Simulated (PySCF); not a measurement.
Members of one family of related compounds. Level of theory: PySCF, TDDFT PBE0/def2-SVPD, vertical, gas phase, core orbitals frozen in the response. Geometries: PBE0-D3(BJ)/def2-SVP; one conformer of each isolated species. Triplets are in the Tamm–Dancoff approximation.

Question: Rank by computed LUMO energy, highest first.
A. `[H]/N=C\C=O`
B. `C[Si](C)(C)OC=O`
C. `N(C)(C(C=O)=O)C`
D. `O=CN([SiH3])[SiH3]`
E. `C=CCC=O`
F. `O=Cn1cccc1`
G. `CC#CC=O`

Answer: B (-0.03 eV), D (-0.33 eV), E (-0.83 eV), F (-1.34 eV), G (-1.88 eV), C (-2.26 eV), A (-2.85 eV).

| SMILES | LUMO (eV) | first f ≥ 0.01 (nm) | S1 (eV) | gap (eV) | α (au) | S1 mainly |
| --- | --- | --- | --- | --- | --- | --- |
| C[Si](C)(C)OC=O | -0.03 | 165 | 5.77 | 8.15 | 79.8 | H→L (97%) |
| O=CN([SiH3])[SiH3] | -0.33 | 185 | 5.52 | 7.77 | 77.2 | H→L (96%) |
| C=CCC=O | -0.83 | 211 | 4.37 | 6.65 | 53.1 | H→L (76%) |
| O=Cn1cccc1 | -1.34 | 270 | 4.59 | 5.54 | 68.4 | H→L (98%) |
| CC#CC=O | -1.88 | 221 | 3.84 | 6.04 | 53.7 | H→L (98%) |
| CN(C)C(=O)C=O | -2.26 | 281 | 3.27 | 5.26 | 64.8 | H-1→L (80%) |
| [H]/N=C\C=O | -2.85 | 190 | 3.21 | 5.18 | 35.0 | H→L (97%) |

H and L stand for HOMO and LUMO.

- `C[Si](C)(C)OC=O`: S1 has the pattern of n→π* at C=O.
- `O=CN([SiH3])[SiH3]`: S1 has the pattern of n→π* at C=O.
- `C=CCC=O`: Löwdin shares by element: HOMO carbon 40% or more, oxygen 36% (atoms not listed hold the other 24%); LUMO carbon 51% or more, oxygen 35%, hydrogen 6% or more.
- `O=Cn1cccc1`: Löwdin shares by element: HOMO carbon 84% or more (atoms not listed hold the other 16%); LUMO carbon 46% or more, oxygen 23% (atoms not listed hold the other 31%).
- `CC#CC=O`: Löwdin shares by element: HOMO oxygen 68%, carbon 22% or more, hydrogen 8% or more; LUMO carbon 61% or more, oxygen 28%.
- `CN(C)C(=O)C=O`: Löwdin shares by element: HOMO (one of a set within 0.03 eV) nitrogen 35%, oxygen 27% or more, carbon 14% or more (atoms not listed hold the other 24%); LUMO carbon 46% or more, oxygen 43%.
- `[H]/N=C\C=O`: Löwdin shares by element: HOMO oxygen 29%, nitrogen 28%, carbon 27% (atoms not listed hold the other 16%); LUMO carbon 46%, nitrogen 24%, oxygen 23%.
